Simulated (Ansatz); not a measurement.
Geometry optimisation, RKS CAM-B3LYP-D4/STO-3G (Ansatz).

input.yaml

```yaml
crystal:
  periodic: [false, false, false]
  atoms:
    - { symbol: Si, position_ang: [0.0, 0.0, 0.0] }
    - { symbol: Si, position_ang: [0.0, 0.0, 2.22] }
    - { symbol: H, position_ang: [-1.3148, -0.4067, 2.7074] }
    - { symbol: H, position_ang: [1.0096, -0.9353, 2.7074] }
    - { symbol: H, position_ang: [0.3052, 1.342, 2.7074] }
    - { symbol: H, position_ang: [1.3768, 0.0, -0.4862] }
    - { symbol: O, position_ang: [-0.7913, 1.3709, -0.5594] }
    - { symbol: Si, position_ang: [-2.4002, 1.4263, -1.0396] }
    - { symbol: H, position_ang: [-3.2124, 0.6421, -0.1138] }
    - { symbol: H, position_ang: [-2.862, 2.8114, -1.0378] }
    - { symbol: H, position_ang: [-2.5267, 0.8736, -2.385] }
    - { symbol: H, position_ang: [-0.6877, -1.1914, -0.4862] }
basis:
  gaussian: { orbitals: STO-3G }
hamiltonian:
  xc: cam_b3lyp
  dispersion: d4
relax:
  f_tol: 0.02
  max_steps: 40
```

Launched with:

```bash
$ ansatz run input.yaml --threads 1 --pin off --max-ram 2048MiB --backend cpu --events-out ev --progress --plain --runs-dir out
```

Q: Where does it end, and by what steps?

A: It converged. The force dipped under the threshold on the way, but the program's further checks kept it going. Limits of this set-up: minimal basis. After 19 steps the energy has fallen by 0.171 eV; H11 moved furthest, 1.13 Å.

```csv
step,energy less start (eV),largest force component (eV/Å),accepted
0,0.0000,0.844,yes
1,-0.0935,0.460,yes
2,-0.1151,0.249,yes
3,-0.1306,0.224,yes
4,-0.1343,0.321,yes
5,-0.1540,0.072,yes
6,-0.1602,0.017,yes
7,-0.1601,0.290,no
8,-0.1623,0.089,yes
9,-0.1612,0.186,no
10,-0.1653,0.031,yes
11,-0.1667,0.031,yes
12,-0.1678,0.079,yes
13,-0.1683,0.075,yes
14,-0.1696,0.053,yes
15,-0.1701,0.047,yes
16,-0.1694,0.086,no
17,-0.1704,0.028,yes
18,-0.1705,0.017,yes
19,-0.1706,0.015,yes
```

```xyz
12
Properties=species:S:1:pos:R:3
Si 0.136 0.119 -0.138
Si -0.191 -0.099 2.085
H -1.532 -0.526 2.388
H 0.712 -1.085 2.617
H 0.044 1.137 2.782
H 1.535 0.333 -0.412
O -0.661 1.438 -0.853
Si -2.351 1.423 -0.856
H -2.885 1.455 0.486
H -2.777 2.600 -1.564
H -2.882 0.250 -1.509
H -0.249 -1.113 -0.793
```

Whether the end is a true minimum wasn't checked by a vibrational analysis.

The run took 57 s on 1 thread of Arm Neoverse V1, on a shared host, peak memory 0.12 GiB.
